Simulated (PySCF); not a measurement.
Ionisation energy of Te(50+) by level of theory

Te(50+) 1s2 (1S) → Te(51+) 1s1 (2S), as a difference of total energies. Computed with PySCF 2.14 in an even-tempered Gaussian basis (15 s from 110 bohr⁻², ratio 2.2; 7 p from 160 bohr⁻², ratio 2.4; 4 d from 480 bohr⁻², ratio 2.4; 3 f from 720 bohr⁻², ratio 2.4; 3 g from 1100 bohr⁻², ratio 2.4), with the non-relativistic Hamiltonian (point nucleus). Correlated levels: nothing frozen; virtual orbitals above 40 to 60 times the deepest correlated orbital energy dropped. The calculations carry no spin-orbit coupling.

```json
{"method": "UHF", "ionisation energy (eV)": "35908.4"}
{"method": "LDA", "ionisation energy (eV)": "35852.7"}
{"method": "PBE", "ionisation energy (eV)": "35900.7"}
{"method": "PBE0", "ionisation energy (eV)": "35902.9"}
{"method": "r2SCAN", "ionisation energy (eV)": "35909.8"}
{"method": "BP86", "ionisation energy (eV)": "35910.1"}
{"method": "r2SCAN0", "ionisation energy (eV)": "35909.8"}
{"method": "MP2 (all electrons)", "ionisation energy (eV)": "35909.7"}
{"method": "SCS-MP2 (all electrons)", "ionisation energy (eV)": "35909.9"}
```

The gap to the reference is mostly relativistic.

For comparison: 37196.5 eV (theoretical estimate listed by NIST; NIST Atomic Spectra Database, ionization energies).
